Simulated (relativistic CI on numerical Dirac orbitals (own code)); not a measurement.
Calculated levels, Pb

Method of calculation: Dirac-Coulomb-Breit CI, separate exchange-only KLI orbitals for each configuration, model QED (radiative potential, 1s self-energy scaled to tabulated hydrogen-like ionisation energies), valence Slater integrals scaled by 0.85, P86 correlation energy added to each configuration (own radial code, finite nucleus).

CI space (outside the closed core [Xe] 4f14 5d10): 6s2 6p2, 6s2 6p 7s, 6s2 6p 7p, 6s2 6p 6d, 6s2 6p 8s, 6s2 6p 7d, 6s 6p3, 6s2 6p 8p, 6s2 6p 5f, 6s2 6p 9s, 6s2 6d2, 6s2 6p 9p, 6s2 6p 8d, 6s2 6p 6f, 6s2 6p 5g, 6s2 6p 9d. Levels of other configurations are missing.

The lowest level is 6s2 6p2 3P_0, with 86 % of that term; Hund's rules for 6s2 6p2 give 3P with J = 0, in agreement.

```csv
No.,Configuration,Term,J,E (cm⁻¹),%,Next component (%),jj configuration (%)
1,6s2 6p2,3P,0,0.0,86,14 1S,6p1/2^2 (94)
2,6s2 6p2,3P,1,7490.1,100,,6p1/2 6p3/2 (100)
3,6s2 6p2,3P,2,10801.9,59,41 1D,6p1/2 6p3/2 (93)
4,6s2 6p2,1D,2,22131.8,59,41 3P,6p3/2^2 (93)
5,6s2 6p2,1S,0,30488.1,84,14 3P,6p3/2^2 (93)
6,6s2 6p 7s,3P°,0,35432.3,100,,6p1/2 7s (100)
7,6s2 6p 7s,3P°,1,35781.4,71,29 1P°,6p1/2 7s (99)
8,6s2 6p 7p,3D,1,43230.4,72,24 1P,6p1/2 7p1/2 (100)
9,6s2 6p 7p,3P,0,44520.2,72,26 1S,6p1/2 7p1/2 (98)
10,6s2 6p 7p,3P,1,44714.2,50,28 3S,6p1/2 7p3/2 (100)
11,6s2 6p 7p,3D,2,44870.2,54,29 1D,6p1/2 7p3/2 (100)
12,6s2 6p 6d,3F°,2,45861.0,61,30 1D°,6p1/2 6d3/2 (93)
13,6s2 6p 6d,3D°,2,46176.7,39,35 3P°,6p1/2 6d5/2 (89)
14,6s2 6p 6d,3D°,1,46452.7,49,28 1P°,6p1/2 6d3/2 (91)
15,6s2 6p 6d,3F°,3,46690.4,49,26 1F°,6p1/2 6d5/2 (99)
16,6s2 6p 7s,3P°,2,49231.4,97,1 6s2 6p 6d 3D°,6p3/2 7s (97)
17,6s2 6p 8s,3P°,1,49377.6,61,30 1P°,6p1/2 8s (90)
18,6s2 6p 8s,3P°,0,49391.6,100,,6p1/2 8s (100)
19,6s2 6p 7s,1P°,1,50659.9,53,22 3P°,6p3/2 7s (74)
20,6s2 6p 8p,3D,1,52142.7,73,23 1P,6p1/2 8p1/2 (100)
21,6s2 6p 8p,3P,0,52616.8,68,30 1S,6p1/2 8p1/2 (98)
22,6s2 6p 7d,3P°,2,52651.4,36,19 3D°,6p1/2 7d5/2 (66)
23,6s2 6p 8p,3P,1,52652.9,50,29 3S,6p1/2 8p3/2 (100)
24,6s2 6p 8p,3D,2,52688.6,51,32 1D,6p1/2 8p3/2 (99)
25,6s2 6p 7d,3F°,2,52915.4,75,11 1D°,6p1/2 7d3/2 (91)
26,6s2 6p 5f,3D,3,53141.9,55,25 3F,6p1/2 5f7/2 (97)
27,6s2 6p 5f,3G,3,53147.0,75,14 1F,6p1/2 5f5/2 (98)
28,6s2 6p 5f,3G,4,53148.7,41,33 1G,6p1/2 5f7/2 (100)
29,6s2 6p 5f,3F,2,53152.0,45,33 1D,6p1/2 5f5/2 (99)
30,6s2 6p 7d,3F°,3,53247.1,46,29 1F°,6p1/2 7d5/2 (98)
```

Energies count from the lowest computed level; ° marks odd parity. Filled j subshells are mostly left out of the jj labels.

The mean weight of the leading LS term, summed over parents, in these 30 levels is 64 %, and that of the leading jj configuration (from the same eigenvectors) 95 %, so jj coupling describes them better and the LS labels are nominal.

For a near-neutral ion this model can misplace configurations by up to about 10,000 cm⁻¹ (more where the count of f electrons changes) and terms by 10 to 25 % of their spread. Rates follow the energies as ν³ (E1, M1) or ν⁵ (E2), so they and the lifetimes can be off by large factors. The fine structure of a lone outer electron comes out too small, for d and f at times inverted, and misplaced configurations move strength between like terms. 16 of the 21 excited levels that our extract of the measured tables holds in this range could be paired (the sources list more); they are missed by 615 cm⁻¹ on average and 1220 at most, and levels without a partner can miss by more.

LS names give the leading component of a level, which can be under half, so a name can repeat, a term be missing and a line seem to break the LS rules.
